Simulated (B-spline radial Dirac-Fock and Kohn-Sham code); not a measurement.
Calculated with a radial B-spline solver, using a relativistic central-field model (Hartree-Slater potential of the initial state, Latter tail, multipole expansion of the photon field, Dirac-Fock thresholds). Kinetic energies are from the vacuum level. Open shells are spread statistically over j, without multiplet splitting. Without correlation, outer binding energies are uncertain by a few eV, most for open f shells.

Q: A free atom or ion in its tabulated ground configuration is ionised with 788 eV photons and gives these photoelectron lines. Identify it and assign the lines.

```
kinetic energy (eV)  relative cross section
              500.7                    39.8
              560.4                    50.6
              565.5                   100.0
              668.3                    56.0
              669.0                    82.2
```

A: As⁵⁺, [Ar] 3d10. Binding energies are hν less the kinetic energy: 3s 287.3 eV, 3p1/2 227.6 eV, 3p3/2 222.5 eV, 3d3/2 119.7 eV, 3d5/2 119.0 eV.

Run: 3.5 s of CPU time on 1 thread of Neoverse-N1 (shared host), peak memory 0.37 GiB.
